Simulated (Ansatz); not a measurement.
Geometry optimisation, RKS PBE-D4/def2-SVP in Ansatz.

Input file:

```yaml
crystal:
  periodic: [false, false, false]
  atoms:
    - { symbol: Ga, position_ang: [-0.005105, -0.400848, -0.102909] }
    - { symbol: H, position_ang: [0.102139, -0.36073, 1.467217] }
    - { symbol: O, position_ang: [1.408867, -0.525893, -1.199266] }
    - { symbol: H, position_ang: [2.251859, -0.590145, -0.716471] }
    - { symbol: O, position_ang: [-1.547806, -0.406429, -1.016425] }
    - { symbol: H, position_ang: [-2.324646, -0.308116, -0.436623] }
    - { symbol: Cl, position_ang: [-0.004716, 2.719109, 1.339721] }
    - { symbol: H, position_ang: [0.070008, 1.467151, 1.817356] }
basis:
  gaussian: { orbitals: def2-SVP }
hamiltonian:
  xc: pbe
  dispersion: d4
relax:
  f_tol: 0.03
  max_steps: 50
```

Command:

```bash
$ ansatz run input.yaml --threads 2 --pin off --max-ram 3072MiB --backend cpu --events-out ev --progress --plain --runs-dir out
```

Where does it end, and by what steps?

The forces met the threshold. After 11 steps the energy has fallen by 0.082 eV; H8 moved furthest, 0.56 Å.

```csv
step,energy less start (eV),largest force component (eV/Å),accepted
0,0.0000,0.877,yes
1,-0.0007,0.610,yes
2,-0.0229,0.449,yes
3,-0.0271,0.695,yes
4,-0.0492,0.094,yes
5,-0.0606,0.303,yes
6,-0.0597,0.784,no
7,-0.0717,0.121,yes
8,-0.0773,0.049,yes
9,-0.0789,0.047,yes
10,-0.0813,0.050,yes
11,-0.0817,0.005,yes
```

```xyz
8
Properties=species:S:1:pos:R:3
Ga -0.033 -0.415 -0.059
H 0.032 -0.839 1.458
O 1.391 -0.344 -1.162
H 2.224 -0.485 -0.679
O -1.553 -0.269 -1.016
H -2.340 -0.368 -0.452
Cl 0.089 2.389 0.925
H 0.141 1.925 2.138
```

Time of the run: 20 s on 2 threads of Arm Neoverse V1, with other jobs on the host, peak memory 0.14 GiB.
